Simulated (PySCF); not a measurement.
Indirect couplings

Molfile (atoms numbered from 1):
```
C3H6GeO4
     RDKit          3D

 14 14  0  0  0  0  0  0  0  0999 V2000
   -2.5434   -0.5266   -1.6344 O   0  0  0  0  0  0  0  0  0  0  0  0
   -2.4023    0.1582   -0.6627 C   0  0  0  0  0  0  0  0  0  0  0  0
   -1.2513    0.4260   -0.0476 O   0  0  0  0  0  0  0  0  0  0  0  0
   -0.0339   -0.0899   -0.6179 C   0  0  2  0  0  0  0  0  0  0  0  0
    0.5174   -1.1834    0.3068 C   0  0  0  0  0  0  0  0  0  0  0  0
    1.2045   -0.5830    1.3793 O   0  0  0  0  0  0  0  0  0  0  0  0
    1.7604    1.0403    0.8818 Ge  0  0  0  0  0  4  0  0  0  0  0  0
    0.8674    0.9500   -0.6835 O   0  0  0  0  0  0  0  0  0  0  0  0
   -3.2268    0.6732   -0.1267 H   0  0  0  0  0  0  0  0  0  0  0  0
   -0.2612   -0.4675   -1.6252 H   0  0  0  0  0  0  0  0  0  0  0  0
    1.1932   -1.8332   -0.2813 H   0  0  0  0  0  0  0  0  0  0  0  0
   -0.3047   -1.8038    0.6954 H   0  0  0  0  0  0  0  0  0  0  0  0
    1.2316    2.1133    1.8387 H   0  0  0  0  0  0  0  0  0  0  0  0
    3.2627    1.1234    0.5843 H   0  0  0  0  0  0  0  0  0  0  0  0
  1  2  2  0
  2  3  1  0
  3  4  1  0
  4  5  1  0
  5  6  1  0
  6  7  1  0
  7  8  1  0
  8  4  1  0
  2  9  1  0
  4 10  1  6
  5 11  1  0
  5 12  1  0
  7 13  1  0
  7 14  1  0
M  END
```

Indirect spin–spin couplings were computed at B3LYP/pcJ-1 (pcSseg-1 on Ge) (without the spin–dipole term) (PySCF 2.14.0 with density-fitted response routines) on a PBE0-D3(BJ)/def2-SVP structure, for the isolated molecule, without vibrational or relativistic corrections. Couplings are averaged over pairs made equivalent by symmetry, fast rotation or ring inversion, so a value needn't be that of the named pair in this geometry, while other rotamers aren't included; one pair stands for each set, and the list holds a selection of those of at least 0.8 Hz over up to four bonds, among pairs with at least one C or H atom (others weren't computed).

Isotopes: ¹³C, ¹H, ¹⁷O. Couplings to quadrupolar nuclei such as 17O and 33S are rarely resolved in practice.

| pair | bonds | J (Hz) |
| --- | --- | --- |
| O1, C2 | 1 | 30.3 |
| C2, O3 | 1 | ? |
| C2, H9 | 1 | ? |
| O3, C4 | 1 | 23.9 |
| C4, C5 | 1 | 39.8 |
| C4, O8 | 1 | 25.6 |
| C4, H10 | 1 | ? |
| C5, O6 | 1 | 24.8 |
| C5, H11 | 1 | 149.5 |
| C5, H12 | 1 | ? |
| C4, H12 | 2 | ? |
| C5, H10 | 2 | 8.7 |
| O6, H11 | 2 | -6.5 |
| O6, H13 | 2 | -11.6 |
| O6, H14 | 2 | -5.4 |
| O8, H10 | 2 | -16.2 |
| O8, H13 | 2 | ? |
| H13, H14 | 2 | ? |
| O1, C4 | 3 | ? |
| C2, C5 | 3 | 1.0 |
| O3, H12 | 3 | -1.4 |
| C4, H14 | 3 | 2.1 |
| O8, H12 | 3 | -1.3 |
| H10, H11 | 3 | 3.8 |
| H9, H10 | 4 | -1.2 |
| H11, H13 | 4 | -1.0 |

Question: Estimate the withheld couplings, with signs.

Answer: 
- ¹J(C2,O3) = 40.0 Hz (bond length 1.332 Å)
- ¹J(C2,H9) = 234.0 Hz (bond length 1.110 Å, sp2 carbon)
- ¹J(C4,H10) = 183.6 Hz (bond length 1.100 Å, sp3 carbon)
- ¹J(C5,H12) = 157.7 Hz (bond length 1.101 Å, sp3 carbon)
- ²J(C4,H12) = -2.4 Hz (angle at C5 110°)
- ²J(O8,H13) = -4.0 Hz (angle at Ge7 114°)
- ²J(H13,H14) = 73.2 Hz (angle at Ge7 115°)
- ³J(O1,C4) = -2.8 Hz (dihedral angle 3°)

Relativistic effects of the heavier atoms present are left out.
